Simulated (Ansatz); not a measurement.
Start from `BOCO` and change one atom or group to get `BOC`.

Ansatz, PBE0-D4/def2-TZVP geometries, multiplicity 1. Each molecule was computed in one conformer, which needn't be the lowest.

```tsv
property	`BOCO`
size of the dipole moment (B3LYP/def2-TZVPP) / D	1.46
LUMO energy (ωB97M-V/def2-TZVPP) / eV	1.40
HOMO energy (B3LYP/def2-TZVPP) / eV	-8.46
LUMO energy (PBE/def2-TZVPP) / eV	-1.46
size of the dipole moment (PBE/def2-TZVPP) / D	1.55
LUMO energy (PBE0/def2-TZVPP) / eV	-0.46
```

Question: What does the change do to each property? (Estimate.)

Answer: Ansatz gave: 
```csv
property,`BOC`,shift
size of the dipole moment (B3LYP/def2-TZVPP) / D,1.68,0.22
LUMO energy (ωB97M-V/def2-TZVPP) / eV,1.48,0.08
HOMO energy (B3LYP/def2-TZVPP) / eV,-8.40,0.06
LUMO energy (PBE/def2-TZVPP) / eV,-1.35,0.11
size of the dipole moment (PBE/def2-TZVPP) / D,1.70,0.15
LUMO energy (PBE0/def2-TZVPP) / eV,-0.35,0.11
```

With PBE0 the HOMO rises by 0.06 eV and the LUMO rises by 0.11 eV, so the gap widens by about 0.05 eV. PBE moves the HOMO by 0.01 eV and ωB97M-V by 0.08 eV. The zero-point energy changes by -14.8 kJ/mol with -3 modes. Dipoles are sizes alone; their direction can turn.

B3LYP here is the variant with VWN-RPA as its local correlation; programs differ in this.
